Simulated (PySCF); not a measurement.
How the method changes the constants of SrH

State: ²Σ⁺ (doublet), unpaired electrons σ ↑. Set-up: basis Sr def2-TZVPP with ECP28, H def2-TZVPP; scalar-relativistic core potentials; PySCF 2.14. De refers to Sr + H in their ground configurations, without counterpoise correction. The functionals are run spin-unrestricted. A positive dipole means Sr(−)H(+).

```json
{"Level": "UHF", "Re (Å)": "2.194", "ωe (cm⁻¹)": "1193", "De (eV)": "1.43", "μ (D)": "-2.83"}
{"Level": "UHF-MP2", "Re (Å)": "2.134", "ωe (cm⁻¹)": "1220", "De (eV)": "1.46", "μ (D)": "n/a"}
{"Level": "UHF-SCS-MP2", "Re (Å)": "2.141", "ωe (cm⁻¹)": "1216", "De (eV)": "1.55", "μ (D)": "n/a"}
{"Level": "UHF-CCSD", "Re (Å)": "2.148", "ωe (cm⁻¹)": "1191", "De (eV)": "1.63", "μ (D)": "n/a"}
{"Level": "UHF-CCSD(T)", "Re (Å)": "2.147", "ωe (cm⁻¹)": "1187", "De (eV)": "1.60", "μ (D)": "n/a"}
{"Level": "PBE", "Re (Å)": "2.135", "ωe (cm⁻¹)": "1177", "De (eV)": "1.80", "μ (D)": "-2.99"}
{"Level": "PBEsol", "Re (Å)": "2.129", "ωe (cm⁻¹)": "1186", "De (eV)": "1.87", "μ (D)": "-2.98"}
{"Level": "r²SCAN", "Re (Å)": "2.135", "ωe (cm⁻¹)": "1205", "De (eV)": "2.04", "μ (D)": "-3.16"}
{"Level": "TPSSh", "Re (Å)": "2.136", "ωe (cm⁻¹)": "1216", "De (eV)": "2.07", "μ (D)": "-2.78"}
{"Level": "PBE0", "Re (Å)": "2.133", "ωe (cm⁻¹)": "1207", "De (eV)": "1.80", "μ (D)": "-2.99"}
{"Level": "r²SCAN0", "Re (Å)": "2.135", "ωe (cm⁻¹)": "1215", "De (eV)": "1.97", "μ (D)": "-3.18"}
{"Level": "B97-3", "Re (Å)": "2.157", "ωe (cm⁻¹)": "1161", "De (eV)": "1.68", "μ (D)": "-2.87"}
{"Level": "CAM-B3LYP", "Re (Å)": "2.145", "ωe (cm⁻¹)": "1205", "De (eV)": "1.85", "μ (D)": "-3.30"}
```

The bond length runs from 2.129 Å (PBEsol) to 2.194 Å (UHF). De spans 1.43 eV (UHF, mean field) to 2.07 eV (TPSSh, hybrid meta-GGA). Correlation at CCSD(T) changes the Hartree–Fock bond energy by +0.17 eV; the triples alone change it by -0.03 eV.

Correlated steps freeze no core orbitals. Spin–orbit coupling is left out. The state was picked by a PBE0 search and need not be the measured ground state.

The whole job (state search and all levels along the bond) took about 1.3 min on 1 thread of Intel Xeon 6975P-C (shared host), peak memory 0.81 GiB.
